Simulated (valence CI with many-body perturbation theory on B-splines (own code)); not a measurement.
## Os45+: key properties

Computed by configuration interaction combined with many-body perturbation theory (CI+MBPT): three valence electrons over a frozen Dirac-Fock core [Ar] 3d10, a basis of 11 s, 11 p, 9 d, 7 f, 5 g, 2 h, 1 i functions for each j, with the one-electron correlation potential Σ1 (screened to all orders), the two-electron term Σ2, the three-electron term Σ3, Breit, model QED; selected single and double excitations, second order for the rest (own B-spline code, finite nucleus).

The last digits are not significant, and no measured levels were compared; by estimate large intervals hold to a few tenths of a per cent, small ones and those within an open d or f shell to about a per cent.

Levels are named by their leading jj configuration (3d3/2^4 stands for four electrons in 3d with j = 3/2), which in mixed levels can hold well under half, so a name can repeat and another be missing.

Rates and lifetimes use the calculated energies. Strong lines usually hold to 10 to 20 %, long lifetimes can be off by a factor of two.

Task: What is the ground level?

Result: (4s^2 4p1/2) J=1/2, composition 100 % 4s²4p ²P°, g = 0.658.

Task: What is the ionisation energy?

Result: 2401.3 eV; NIST lists 2400 ± 4 eV (theoretical).

Task: What are the static dipole polarisabilities of the lowest levels?

Result: (4s^2 4p1/2) J=1/2 0.0273 bohr³, of which the core gives 0.00183.

Task: How well does LS coupling describe the low levels?

Result: Among the lowest 20 levels the leading LS term, summed over configurations, holds 66 % on average. For single configurations the figures are 64 % in LS and 95 % in jj coupling. Terms mix most in the J = 3/2 level at 3096.2 × 10³ cm⁻¹, where the leading one holds 37 %.

Task: Among levels below 5147.8 × 10³ cm⁻¹, which E1 lines absorb most strongly from the ground level?

Result: to (4s^2 4d3/2) J=3/2 at 4.408 nm, f = 0.835; to (4s 4p1/2 4p3/2) J=3/2 at 5.574 nm, f = 0.413; to (4s 4p1/2 4p3/2) J=1/2 at 5.513 nm, f = 0.384.

Task: Where does the other parity begin?

Result: At (4s 4p1/2^2) J=1/2, 822.19 × 10³ cm⁻¹.

Task: Name the longest-lived excited levels whose lifetime is computed, and their main decay.

Result: (4s 4p3/2 4d5/2) J=9/2 at 4003.8 × 10³ cm⁻¹ lives 159 ns, mostly by M1 to (4s 4p1/2 4d5/2) J=7/2; (4s^2 4p3/2) J=3/2 at 913.32 × 10³ cm⁻¹ lives 137 ns, mostly by M1 to (4s^2 4p1/2) J=1/2.
